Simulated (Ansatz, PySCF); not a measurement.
C₂H₆AlCl, triplet, at a GFN2-xTB geometry (such geometries of metal compounds can be far from the true shape) (a higher spin typed on purpose: for a closed-shell molecule this is an excited state). Base run: CCSD(T)/STO-3G in PySCF.

Input for PySCF:
```python
from pyscf import gto, scf, cc

mol = gto.M(
    atom='''
Al    0.271241    0.586158    0.379600
C     1.867871   -0.785804   -0.094239
H     1.500749   -1.739977   -0.458322
H     2.528356   -0.911523    0.754817
H     2.363617   -0.241130   -0.893259
C    -0.276916   -0.987749    1.750137
H    -0.479454   -1.926424    1.244523
H    -1.192939   -0.576001    2.165147
H     0.476783   -1.104691    2.519037
Cl   -1.074646    0.560059   -1.188361
''',
    basis='sto-3g',
    charge=0,
    spin=2,
    verbose=4,
)

mf = scf.UHF(mol)
mf.kernel()

mycc = cc.CCSD(mf)
mycc.kernel()
et = mycc.ccsd_t()
print('E(CCSD(T)) = %.10f' % (mycc.e_tot + et))
```

The same geometry, method and basis name were run in Ansatz (an electronic-structure program) and PySCF, at each program's defaults and at the settings that a row names. The base is PySCF at its defaults. Differences at the defaults can come from grids, fitting, cores and function types together.

```csv
code and settings,ΔE vs base (µEh),basis functions,E (Eh),SCF cycles,SCF-reference dipole (D)
"PySCF, defaults (exact integrals, spherical functions, all electrons correlated)",0.0,34,-772.04083,10,4.45
"Ansatz, defaults (factorised integrals, spherical functions, frozen core)",8211,34,-772.03262,-,-
"PySCF, frozen core",8193,34,-772.03264,10,4.45
"Ansatz, high accuracy, frozen core",8193,34,-772.03264,-,-
```

Open shells are given as the SCF converged; they aren't shown to be the lowest states, and a large step between rows can be another state.
